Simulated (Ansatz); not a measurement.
C2H7O2V, SMILES `[CH3][V]([CH3])(=[O])[OH]`. The species carries charge 0 and has multiplicity 1. Correlated methods include outer-core shells of V, which these sets cover unevenly. Scalar relativity is left out up to krypton.

Z-matrix (Å, degrees):
```
C
V 1 2.007
H 1 1.094 2 107.5
H 1 1.092 2 110.6 3 -118.9
H 1 1.094 2 109.6 3 119.5
C 2 2.007 1 108.7 3 -54.1
O 2 1.555 1 107.1 3 61.4
O 2 1.768 1 111.2 3 -176.8
H 6 1.092 2 110.6 1 172.8
H 6 1.094 2 109.6 1 -65.7
H 6 1.094 2 107.5 1 53.9
H 8 0.963 2 118.9 1 60.7
```

Q: Give the diagnostics of a CCSD(T)/def2-TZVPP run (frozen core, Ansatz 0.2.0). (Estimate.)

A: Ansatz gave: T1 = 0.0306, largest single amplitude 0.073, largest double 0.049, (T) share of the correlation energy 6.1 %, 16 CCSD cycles. The RHF solution is unstable towards an unrestricted one. T1 lies over the customary mark of 0.02 for closed shells; compounds of d metals often pass it without a breakdown.
